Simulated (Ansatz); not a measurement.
`[SiH3]O[SiH2][SiH3]` + `CCNCF` → `FC[SiH2]O[SiH3]` + `CCN[SiH3]`  (formal exchange of groups at the Si–Si bond)

Computed with Ansatz on PBE0-D4/def2-TZVP structures; ΔE is electronic, products minus reactants. CCSD(T)/CBS adds triple-zeta CCSD(T) − MP2 to the extrapolated MP2 energy (def2 sets, frozen cores). Functionals use def2-TZVPP. B3LYP here is the variant with VWN-RPA as its local correlation; programs differ in this. Each species was taken in one conformer, which may not be the lowest.

| level | ΔE (kcal/mol) | difference from CCSD(T)/CBS |
| --- | --- | --- |
| PBE-D4 | -8.4 | 5.1 |
| B3LYP-D4 | -12.8 | 0.7 |
| ωB97X-V | -12.0 | 1.5 |
| ωB97M-V | -14.2 | -0.7 |
| B2PLYP | -13.9 | -0.4 |
| PBE | -8.5 | 5.0 |
| r2SCAN | -11.5 | 2.0 |
| PBE0 | -9.9 | 3.6 |
| HF/def2-TZVPP | -16.2 | -2.7 |
| MP2/def2-TZVPP | -14.9 | -1.4 |
| SCS-MP2/def2-TZVPP | -15.3 | -1.8 |
| CCSD(T)/def2-TZVPP | -12.8 | 0.7 |
| HF/def2-QZVPP | -16.6 | -3.1 |
| MP2/def2-QZVPP | -15.4 | -1.9 |
| SCS-MP2/def2-QZVPP | -15.8 | -2.3 |
| HF/CBS(def2) | -16.6 | -3.1 |
| CCSD(T)/CBS | -13.5 | 0 |

Largest T1 diagnostic among the species: 0.012.

In def2-TZVPP, CCSD(T) changes the Hartree–Fock value by +3.4 kcal/mol (the triples alone add +0.7 kcal/mol) and MP2 by +1.3 kcal/mol. From PBE to PBE0 (25 % exact exchange), in def2-TZVPP and without D4, ΔE moves by −1.4 kcal/mol.
